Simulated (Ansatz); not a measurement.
SiW₂, relaxed as a triplet with UKS PBE0-D4/def2-TZVP in Ansatz, starting from the PBE0-D4/def2-TZVP geometry of the neutral singlet. Force threshold 0.02 eV/Å.

In the def2 sets W takes a core potential; there is no spin–orbit coupling. The relaxation made no stability test and no search for a lower SCF solution. At PBE0-D4/def2-TZVP a singlet of charge 0 lies 0.35 eV below the triplet, each at its own geometry. That singlet is doubtful there (restricted singlet, unstable towards broken spin symmetry). The structure comes from a short search, and lower isomers may exist.

Start:

```xyz
3

W    -0.596    1.111   -0.105
W     0.016   -0.390    1.203
Si    0.580   -0.721   -1.099
```

```json
{"step": "1", "energy (eV)": "-11520.8541", "largest force component (eV/Å)": "2.976", "SCF passes": "90"}
{"step": "2", "energy (eV)": "-11520.8783", "largest force component (eV/Å)": "1.798", "SCF passes": "65"}
{"step": "3", "energy (eV)": "-11521.0285", "largest force component (eV/Å)": "0.437", "SCF passes": "56"}
{"step": "4", "energy (eV)": "-11521.0356", "largest force component (eV/Å)": "0.050", "SCF passes": "75"}
{"step": "5", "energy (eV)": "-11521.0357", "largest force component (eV/Å)": "0.017", "SCF passes": "45"}
```

Force components are those of the run's own axes.

End:

```xyz
3

W    -0.607    1.140   -0.139
W     0.032   -0.426    1.227
Si    0.575   -0.714   -1.088
```

By distances, no bond broke or formed. The bond that changes most is W1–W2, from 2.08 to 2.17 Å (atoms count from 1).

No frequencies were taken in this run, so the end may be a saddle point.

Run time 16 s (4 threads of Intel Xeon 6975P-C on a shared host).
